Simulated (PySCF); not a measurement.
C₂H₈BNO₂, SMILES COCB(N)O.

The structure is a stationary point at B3LYP-D3(BJ)/def2-SVP. This is a generated structure with no PubChem entry under its InChIKey; it may be hypothetical. The values are those of a single conformer.

The numbers are results of PBE0/def2-TZVP (PySCF), not measurements.

The molecule is in vacuum.

- total energy = -310.93413 hartree
- point group = Cs
- highest occupied level = -7.40 eV
- lowest empty level = 0.86 eV
- orbital gap = 8.26 eV
- dipole moment = 1.40 D
- quadrupole, principal values (traceless, Buckingham form, about the centre of nuclear charge) = -4.78, -2.95, 7.73 D·Å
- mean static polarisability = 55.2 bohr³ (8.18 Å³)
- polarisability, principal values = 44.9, 58.0, 62.6 bohr³
